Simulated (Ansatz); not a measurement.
`[OH][GeH2][CH2][SiH](O)F` + `[SiH3]Cl` → `[OH][GeH2][SiH3]` + `O[SiH](F)CCl`  (redistribution)

Gas-phase electronic energies from Ansatz, PBE0-D4/def2-TZVP geometries. CCSD(T)/CBS is the MP2 limit (def2-TZVPP, def2-QZVPP) plus CCSD(T) − MP2 in def2-TZVPP, frozen cores. This one scheme is used for every species. Functionals use def2-TZVPP. B3LYP here is the variant with VWN-RPA as its local correlation; programs differ in this. For Ge outer-core shells are correlated without core-valence functions, which leaves a few kJ/mol of doubt a bond. Scalar relativity is left out up to krypton. One conformer a species, not always the lowest.

| level | ΔE (kcal/mol) | difference from CCSD(T)/CBS |
| --- | --- | --- |
| r2SCAN-D4 | 41.7 | -1.6 |
| B3LYP-D4 | 40.9 | -2.4 |
| B2PLYP | 42.2 | -1.1 |
| PBE | 37.3 | -6.0 |
| HF/def2-TZVPP | 43.3 | 0.0 |
| MP2/def2-TZVPP | 46.2 | 2.9 |
| CCSD(T)/def2-TZVPP | 43.3 | 0.0 |
| MP2/def2-QZVPP | 46.2 | 2.9 |
| MP2/CBS(def2) | 46.3 | 3.0 |
| CCSD/CBS(def2) | 43.5 | 0.2 |
| CCSD(T)/CBS | 43.3 | 0 |

Largest T1 diagnostic among the species: 0.012.

The D4 term adds +1.2 kcal/mol with B3LYP and +0.7 kcal/mol with PBE0; it sums over pairs of atoms, weighted by their polarisabilities, and B3LYP, whose exchange is more repulsive, gets the larger term. From PBE to PBE0 (25 % exact exchange), in def2-TZVPP and without D4, ΔE moves by +2.4 kcal/mol.
